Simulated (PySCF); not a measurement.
**Correlation energy of Co (cobalt, neutral)**

[Ar] 3d7 4s2, high-spin 4F determinant. Computed with PySCF 2.14 in 6-31G* (5s4p2d1f, 34 functions), with no relativity, point nucleus. Frozen: [Ar]; 9 electrons correlated.

MP2 pair energies summed by pair of shells (mhartree):

| pair | energy | share (%) |
| --- | --- | --- |
| 3d-3d | -96.99 | 72.4 |
| 3d-4s | -19.19 | 14.3 |
| 4s-4s | -17.73 | 13.2 |

Total MP2 correlation energy: -133.92 mhartree.

Same-spin part -49.06 and opposite-spin part -84.86 mhartree; SCS-MP2 scales them by 1/3 and 6/5 to -118.18 mhartree.
